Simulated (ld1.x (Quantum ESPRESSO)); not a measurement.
Cl (Z = 17): from the effect back to the setting (TM)

Base potential:

ld1.x (Quantum ESPRESSO) 7.5 input, shortened:

```
&input
   title='Cl', zed=17., rel=1, dft='PZ', iswitch=3,
   config='[Ne] 3s2 3p4'
 /
 &inputp
   pseudotype=2, tm=.true., lloc=-1, rcloc=1.10,
   nlcc=.false.
 /
2
3S  1  0   2.00   0.00  1.30  1.30  0.0
3P  2  1   4.00   0.00  1.20  1.20  0.0
 &test
   configts(1)='3s2 3p4'
 /
```

Cutoffs, loose and tight: the cutoffs (Ry, on a coarse ladder) from which the occupation-weighted sum of valence levels, in a spherical-Bessel basis at the reference potential, stays within 10 and 1 mRy of its value at 400 Ry. They do not see the model core or the augmentation charge, which bear on the density cutoff. Test errors are all-electron minus pseudo excitation energies from the reference, over the configurations 3s2 3p5; 3s2 3p3; 3s2 3p2; 3s2 3p4.5; 3s1 3p6; 3s2 3p5.3; 3s2 3p1 (two spin-polarised tests are not counted in the largest error); variants that change the core or the reference have their own tests.

Only the scale of all radii (base = 1) is moved:

```json
{"scale of all radii (base = 1)": "0.77", "cutoff, loose": "160 Ry", "cutoff, tight": "over 300 Ry", "bound ghosts": "s", "largest test error (meV)": "+1142"}
{"scale of all radii (base = 1)": "0.83", "cutoff, loose": "120 Ry", "cutoff, tight": "230 Ry", "bound ghosts": "none", "largest test error (meV)": "+384"}
{"scale of all radii (base = 1)": "0.94", "cutoff, loose": "70 Ry", "cutoff, tight": "140 Ry", "bound ghosts": "none", "largest test error (meV)": "+306"}
{"scale of all radii (base = 1)": "1.05", "cutoff, loose": "50 Ry", "cutoff, tight": "80 Ry", "bound ghosts": "none", "largest test error (meV)": "+304"}
{"scale of all radii (base = 1)": "1.13", "cutoff, loose": "45 Ry", "cutoff, tight": "70 Ry", "bound ghosts": "none", "largest test error (meV)": "+309"}
{"scale of all radii (base = 1)": "1.22", "cutoff, loose": "40 Ry", "cutoff, tight": "60 Ry", "bound ghosts": "none", "largest test error (meV)": "+333"}
{"scale of all radii (base = 1)": "1.38", "cutoff, loose": "30 Ry", "cutoff, tight": "50 Ry", "bound ghosts": "none", "largest test error (meV)": "+372"}
```

Task: One more run gave cutoff, loose: 35 Ry; cutoff, tight: 55 Ry; bound ghosts: none; largest test error (meV): +357. Which value of the scale of all radii (base = 1) was used?

Result: 1.3. The loose cutoff moves one way along this sweep, from 160 Ry at 0.77 to 30 Ry at 1.38, which places the run between 1.22 and 1.38.
